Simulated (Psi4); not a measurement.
C$_{4}$H$_{9}$ (SMILES C[C](C)C), doublet, at a GFN2-xTB geometry; B3LYP/aug-cc-pVDZ (Psi4 1.11).

Psi4 was given this input:
```
memory 2 GB

molecule mol {
0 2
C     0.000233   -0.000387    0.115316
C    -0.001963    1.478902   -0.016333
C     1.282761   -0.737245   -0.017130
C    -1.281036   -0.741762   -0.001923
H     0.005337    1.792035   -1.069507
H    -0.892102    1.910426    0.440060
H     0.880403    1.913912    0.452315
H     1.561752   -0.879420   -1.070313
H     2.097549   -0.191163    0.457676
H     1.213157   -1.727075    0.432463
H    -1.567902   -0.892161   -1.051871
H    -1.204589   -1.728453    0.453674
H    -2.093569   -0.195149    0.475924
}

set {
  basis aug-cc-pvdz
  reference uks
  puream false
}

energy('b3lyp')
print_variables()
```

The log (banner, timings and long lists left out):

```
   => Loading Basis Set <=

    Name: AUG-CC-PVDZ
    Role: ORBITAL
    Keyword: BASIS

         ---------------------------------------------------------
                                   SCF
               by Justin Turney, Rob Parrish, Andy Simmonett
                          and Daniel G. A. Smith
                              UKS Reference
         ---------------------------------------------------------

  ==> Geometry <==

    Molecular point group: c1
    Full point group: C1

    Geometry (in Angstrom), charge = 0, multiplicity = 2:

       Center              X                  Y                   Z               Mass
    ------------   -----------------  -----------------  -----------------  -----------------
         C            0.000233415597    -0.000335679189     0.106978436780    12.000000000000
         C           -0.001962584403     1.478953320811    -0.024670563220    12.000000000000
         C            1.282761415597    -0.737193679189    -0.025467563220    12.000000000000
         C           -1.281035584403    -0.741710679189    -0.010260563220    12.000000000000
         H            0.005337415597     1.792086320811    -1.077844563220     1.007825032230
         H           -0.892101584403     1.910477320811     0.431722436780     1.007825032230
         H            0.880403415597     1.913963320811     0.443977436780     1.007825032230
         H            1.561752415597    -0.879368679189    -1.078650563220     1.007825032230
         H            2.097549415597    -0.191111679189     0.449338436780     1.007825032230
         H            1.213157415597    -1.727023679189     0.424125436780     1.007825032230
         H           -1.567901584403    -0.892109679189    -1.060208563220     1.007825032230
         H           -1.204588584403    -1.728401679189     0.445336436780     1.007825032230
         H           -2.093568584403    -0.195097679189     0.467586436780     1.007825032230

  Running in c1 symmetry.

  Rotational constants: A =      0.26988  B =      0.26936  C =      0.14607 [cm^-1]
  Rotational constants: A =   8090.92410  B =   8075.25178  C =   4379.06410 [MHz]
  Nuclear repulsion =  125.979981956675942

  Charge       = 0
  Multiplicity = 2
  Electrons    = 33
  Nalpha       = 17
  Nbeta        = 16

  ==> Algorithm <==

  SCF Algorithm Type is DF.
  DIIS enabled.
  MOM disabled.
  Fractional occupation disabled.
  Guess Type is SAD.
  Energy threshold   = 1.00e-06
  Density threshold  = 1.00e-06
  Integral threshold = 1.00e-12

  ==> Primary Basis <==

  Basis Set: AUG-CC-PVDZ
    Blend: AUG-CC-PVDZ
    Number of shells: 81
    Number of basis functions: 181
    Number of Cartesian functions: 181
    Spherical Harmonics?: false
    Max angular momentum: 2

  ==> DFT Potential <==

   => LibXC <=

    Version 7.1.2
    S. Lehtola, C. Steigemann, M. J. T. Oliveira, and M. A. L. Marques,  SoftwareX 7, 1–5 (2018) (10.1016/j.softx.2017.11.002)

   => Composite Functional: B3LYP <=

    B3LYP Hyb-GGA Exchange-Correlation Functional

    P. J. Stephens, F. J. Devlin, C. F. Chabalowski, and M. J. Frisch,  J. Phys. Chem. 98, 11623 (1994) (10.1021/j100096a001)

    Deriv               =              1
    GGA                 =           TRUE
    Meta                =          FALSE

    Exchange Hybrid     =           TRUE
    MP2 Hybrid          =          FALSE

   => Exchange Functionals <=

    0.0800   Slater exchange
    0.7200         Becke 88

   => Exact (HF) Exchange <=

    0.2000               HF

   => Correlation Functionals <=

    0.1900   Vosko, Wilk & Nusair (VWN5_RPA)
    0.8100   Lee, Yang & Parr

   => LibXC Density Thresholds  <==

    XC_HYB_GGA_XC_B3LYP:  1.00E-15

   => Molecular Quadrature <=

    Radial Scheme          =       TREUTLER
    Pruning Scheme         =           NONE
    Nuclear Scheme         =       TREUTLER

    Blocking Scheme        =         OCTREE
    BS radius alpha        =              1
    Pruning alpha          =              1
    Radial Points          =             75
    Spherical Points       =            302
    Total Points           =         279264
    Total Blocks           =           2086
    Max Points             =            256
    Max Functions          =            181
    Weights Tolerance      =       1.00E-15

   => Loading Basis Set <=

    Name: (AUG-CC-PVDZ AUX)
    Role: JKFIT
    Keyword: DF_BASIS_SCF

  ==> Integral Setup <==

  SCF_SUBTYPE=INCORE selected. In-core MEM_DF algorithm will be used.
  Using in-core AOs.

  ==> MemDFJK: Density-Fitted J/K Matrices <==

    J tasked:                   Yes
    K tasked:                   Yes
    wK tasked:                   No
    Algorithm:                 Core
    Schwarz Cutoff:           1E-12
    Mask sparsity (%):       0.0000
    Fitting Condition:        1E-10

   => Auxiliary Basis Set <=

  Basis Set: (AUG-CC-PVDZ AUX)
    Blend: AUG-CC-PVDZ-JKFIT
    Number of shells: 220
    Number of basis functions: 719
    Number of Cartesian functions: 719
    Spherical Harmonics?: false
    Max angular momentum: 3

  Minimum eigenvalue in the overlap matrix is 1.5550173197E-05.
  Reciprocal condition number of the overlap matrix is 7.5191412052E-07.
    Using symmetric orthogonalization.

  ==> Pre-Iterations <==

  SCF Guess: Superposition of Atomic Densities via on-the-fly atomic UHF (no occupation information).

   -------------------------
    Irrep   Nso     Nmo
   -------------------------
     A        181     181
   -------------------------
    Total     181     181
   -------------------------

  ==> Iterations <==

                           Total Energy        Delta E     RMS |[F,P]|

   @DF-UKS iter SAD:  -157.05770904254706   -1.57058e+02   0.00000e+00
   @DF-UKS iter   1:  -157.13439167435376   -7.66826e-02   6.18728e-03 ADIIS/DIIS
   @DF-UKS iter   2:  -155.84867893532862    1.28571e+00   9.56710e-03 ADIIS/DIIS
   @DF-UKS iter   3:  -157.74933903781888   -1.90066e+00   1.97719e-03 ADIIS/DIIS
   @DF-UKS iter   4:  -157.80845973499390   -5.91207e-02   5.58505e-04 ADIIS/DIIS
   @DF-UKS iter   5:  -157.81359555775450   -5.13582e-03   6.60348e-05 DIIS
   @DF-UKS iter   6:  -157.81368330621768   -8.77485e-05   1.40657e-05 DIIS
   @DF-UKS iter   7:  -157.81368871126585   -5.40505e-06   6.80485e-06 DIIS
   @DF-UKS iter   8:  -157.81368995506983   -1.24380e-06   1.77037e-06 DIIS
   @DF-UKS iter   9:  -157.81369005296042   -9.78906e-08   4.19086e-07 DIIS
  Energy and wave function converged.

  ==> Post-Iterations <==

   Electrons on quadrature grid:
      Nalpha   =   17.0000126712 ; deviation = 1.267e-05
      Nbeta    =   16.0000138779 ; deviation = 1.388e-05
      Ntotal   =   33.0000265491 ; deviation = 2.655e-05

   @Spin Contamination Metric:   4.154386261E-03
   @S^2 Expected:                7.500000000E-01
   @S^2 Observed:                7.541543863E-01
   @S   Expected:                5.000000000E-01
   @S   Observed:                5.000000000E-01

    Orbital Energies [Eh]
    ---------------------

    Alpha Occupied:

[...]
    Alpha Virtual:

[...]
    Beta Occupied:

[...]
      16A     -0.341556

    Beta Virtual:

[...]
    Final Occupation by Irrep:
              A
    DOCC [    16 ]
    SOCC [     1 ]
    NA   [    17 ]
    NB   [    16 ]

  @DF-UKS Final Energy:  -157.81369005296042

   => Energetics <=

    Nuclear Repulsion Energy =            125.9799819566759425
    One-Electron Energy =                -459.6732422271620635
    Two-Electron Energy =                 196.1708054488866253
    DFT Exchange-Correlation Energy =     -20.2912352313609183
    Empirical Dispersion Energy =           0.0000000000000000
    VV10 Nonlocal Energy =                  0.0000000000000000
    Total Energy =                       -157.8136900529604247

  UHF NO Occupations:
  HONO-2 :   15  A 1.9994985
  HONO-1 :   16  A 1.9990208
  HONO-0 :   17  A 1.0000000
  LUNO+0 :   18  A 0.0009792
  LUNO+1 :   19  A 0.0005015
  LUNO+2 :   20  A 0.0001773
  LUNO+3 :   21  A 0.0001771

Computation Completed

Properties will be evaluated at   0.000000,   0.000000,   0.000000 [a0]

Properties computed using the SCF density matrix

 Multipole Moments:

 ------------------------------------------------------------------------------------
     Multipole            Electronic (a.u.)      Nuclear  (a.u.)        Total (a.u.)
 ------------------------------------------------------------------------------------

 L = 1.  Multiply by 2.5417464519 to convert [e a0] to [Debye]
 Dipole X            :         -0.0005617            0.0000373           -0.0005244
 Dipole Y            :         -0.0038312            0.0032004           -0.0006308
 Dipole Z            :          0.4641428           -0.5199366           -0.0557938
 Magnitude           :                                                    0.0557998

 ------------------------------------------------------------------------------------

  Variable Map:
  ----------------------------------------------------------------------------
[...]
  Array Variable Map:
  ----------------------------------------------------------------------------
[...]
[...]
```
